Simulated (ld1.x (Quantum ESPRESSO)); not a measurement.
Logarithmic derivatives: Ni, PAW

Ni (Z = 28), PAW, made with ld1.x (Quantum ESPRESSO) 7.5 (PBE, scalar-relativistic). Core [Ne], reference 3s2 3p6 3d9 4s1 4p0. Waves: 3s (bound): rcut 1.00, rcutus 1.15 bohr; 4s (bound): rcut 1.00, rcutus 1.15 bohr; 3p (bound): rcut 1.10, rcutus 1.30 bohr; 4p (bound, empty): rcut 1.10, rcutus 1.30 bohr; 3d (bound): rcut 1.65, rcutus 1.85 bohr; 3d channel at 0.35 Ry: rcut 1.65, rcutus 1.85 bohr. Local part: all-electron potential smoothed inside 1.25 bohr (lloc = -2). Core correction: Bessel-smoothed model core inside 0.80 bohr. Augmentation charge: BESSEL, radius 0.70 bohr.

The phase is arctan(r·u′/u) with u = r·R(r), unwrapped; energies in Ry, scanned from -10 to 5 Ry. A pole is an energy at which the radial function vanishes at the test radius. The pseudo phase is shifted by a multiple of π to meet the all-electron one at the reference energy, and phase errors are pseudo minus all-electron; the curves can meet again beyond the range given. Levels narrower than the energy grid can be missing from the lists of poles.

Task: For each channel, where are the poles, and over which energies does the pseudopotential scatter like the atom?

Result:

```tsv
channel	radius (bohr)	reference energy (Ry)	poles, all-electron	poles, pseudo	unbroken range about the reference energy with phases within 0.05 rad	phase error 1 Ry above the reference energy (rad)
s	2.01	-0.33	-7.76, 4.22	-7.76, 4.21	the whole range	-0.000
p	2.01	-0.06	-4.81	-4.81	the whole range	-0.000
d	2.01	-0.34	0.01	0.01	the whole range	-0.000
```

Phases in the p channel:

```
E (Ry)  all-electron  pseudo
-10.00         1.407   1.407
 -9.76         1.405   1.405
 -9.52         1.402   1.402
 -9.28         1.400   1.400
 -9.04         1.397   1.397
 -8.80         1.394   1.394
 -8.56         1.391   1.391
 -8.32         1.388   1.388
 -8.08         1.385   1.385
 -7.84         1.381   1.381
 -7.60         1.377   1.377
 -7.36         1.373   1.373
 -7.12         1.369   1.369
 -6.88         1.364   1.364
 -6.64         1.358   1.358
 -6.40         1.351   1.351
 -6.16         1.343   1.343
 -5.92         1.332   1.332
 -5.68         1.317   1.317
 -5.44         1.291   1.291
 -5.20         1.225   1.225
 -4.96         0.104   0.102
 -4.72        -1.664  -1.664
 -4.48        -1.740  -1.740
 -4.24        -1.769  -1.769
 -4.00        -1.788  -1.788
 -3.76        -1.802  -1.802
 -3.52        -1.815  -1.815
 -3.28        -1.827  -1.827
 -3.04        -1.840  -1.840
 -2.80        -1.853  -1.853
 -2.56        -1.867  -1.867
 -2.32        -1.882  -1.882
 -2.08        -1.899  -1.899
 -1.84        -1.918  -1.918
 -1.60        -1.940  -1.940
 -1.36        -1.965  -1.965
 -1.12        -1.994  -1.994
 -0.88        -2.029  -2.029
 -0.64        -2.071  -2.071
 -0.40        -2.124  -2.124
 -0.16        -2.190  -2.190
  0.08        -2.276  -2.276
  0.32        -2.390  -2.390
  0.56        -2.546  -2.546
  0.80        -2.757  -2.757
  1.04        -3.029  -3.029
  1.28        -3.341  -3.341
  1.52        -3.639  -3.639
  1.76        -3.883  -3.884
  2.00        -4.066  -4.067
  2.24        -4.201  -4.201
  2.48        -4.301  -4.302
  2.72        -4.377  -4.378
  2.96        -4.437  -4.438
  3.20        -4.485  -4.486
  3.44        -4.524  -4.525
  3.68        -4.557  -4.558
  3.92        -4.585  -4.586
  4.16        -4.609  -4.610
  4.40        -4.631  -4.632
  4.64        -4.650  -4.651
  4.88        -4.667  -4.668
```
